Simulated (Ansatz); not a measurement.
System: sum formula Si$_{2}$N$_{2}$H$_{7}$, charge -1, multiplicity 1. It need not be the lowest isomer of its formula. Whether it binds its extra electron was not tested at this geometry. 
Geometry from a B3LYP-D3(BJ)/def2-TZVP (Ansatz, a program for electronic structure) optimisation:
SMILES: [NH-][SiH2][SiH2]N
```xyz
11

N     -0.2701     1.5688    -0.9305
Si     1.0027     0.5219    -0.7022
Si    -0.0993    -1.1115     0.6081
N     -1.5347    -0.2480     1.1073
H     -0.0877     2.4371    -1.4239
H      2.2618     0.9544     0.0446
H      1.6585    -0.2068    -1.8726
H      0.6182    -1.6531     1.8153
H     -0.4623    -2.3834    -0.1194
H     -1.5841     0.5953     0.5233
H     -2.4190    -0.7347     1.1119
```
Charge -1, spin multiplicity 1.

Total electronic energies in hartree. Cores are frozen in the correlated levels unless marked. No spin-orbit coupling. No relativistic terms. CBS(X,Y): correlation extrapolated as X^-3; Hartree-Fock from the larger set.

```json
[
 {"level": "HF/STO-3G", "program": "Ansatz", "energy (Eh)": "-682.53719"},
 {"level": "BLYP/def2-TZVPD", "program": "Ansatz", "energy (Eh)": "(withheld)"},
 {"level": "PBE0/def2-TZVPD", "program": "Ansatz", "energy (Eh)": "-692.43750"},
 {"level": "PBE0/def2-QZVPP", "program": "Ansatz", "energy (Eh)": "-692.46521"},
 {"level": "B2GP-PLYP-D3(BJ)/def2-TZVPD", "program": "Ansatz + dftd3", "energy (Eh)": "(withheld)"},
 {"level": "MP2/CBS(aug-cc-pV(T+d)Z,aug-cc-pV(Q+d)Z)", "program": "Ansatz", "energy (Eh)": "-691.7450"},
 {"level": "RI-MP2/cc-pV(T+d)Z", "program": "Ansatz", "energy (Eh)": "-691.63064"},
 {"level": "RI-MP2/CBS(aug-cc-pV(T+d)Z,aug-cc-pV(Q+d)Z)", "program": "Ansatz", "energy (Eh)": "-691.7447"},
 {"level": "CCSD(T)/CBS(aug-cc-pV(T+d)Z,aug-cc-pV(Q+d)Z)", "program": "Ansatz", "energy (Eh)": "-691.8082"}
]
```

Complete the blanks.


- BLYP/def2-TZVPD, energy (Eh): -692.76465
- B2GP-PLYP-D3(BJ)/def2-TZVPD, energy (Eh): -692.37938
